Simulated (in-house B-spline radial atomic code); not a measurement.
Inner-shell binding energies (edges) and X-ray emission energies of free atoms and ions, as differences of relaxed hole-state energies with first-order Breit, QED and recoil terms, without correlation or multiplet splittings, in NIST's listed ground configurations. For neutral atoms such line energies lie within some 1 to 5 eV of tabulated X-ray lines (up to 20 eV for the heaviest). Removing outer electrons raises all edges nearly alike, so lines move far less than edges. K = 1s, L1 = 2s, L3 = 2p3/2. A dash marks a subshell that is part filled or wasn't run, or a line left out. Computed with an all-electron radial atomic-structure program (B-spline basis): Dirac-Hartree-Fock, average of the configuration, finite nuclei.

```
 ion      configuration  K edge (eV)  L1 edge (eV)  L3 edge (eV)
  Ir  [Xe] 4f14 5d7 6s2        76118       13436.9       11226.5
Ir2+      [Xe] 4f14 5d7        76137       13455.7       11245.4
Ir3+      [Xe] 4f14 5d6            ?             ?             ?
Ir4+      [Xe] 4f14 5d5        76169       13487.9       11277.5
Ir5+      [Xe] 4f14 5d4            ?             ?             ?
Ir6+      [Xe] 4f14 5d3      76205.9       13524.9       11314.5
Ir7+      [Xe] 4f14 5d2      76225.9         13545       11334.7
```

Fill in the row of Ir3+.

K edge (eV): 76152.3; L1 edge (eV): 13471.1; L3 edge (eV): 11260.8.

Fill in the row of Ir5+.

K edge (eV): 76186.9; L1 edge (eV): 13505.8; L3 edge (eV): 11295.5.
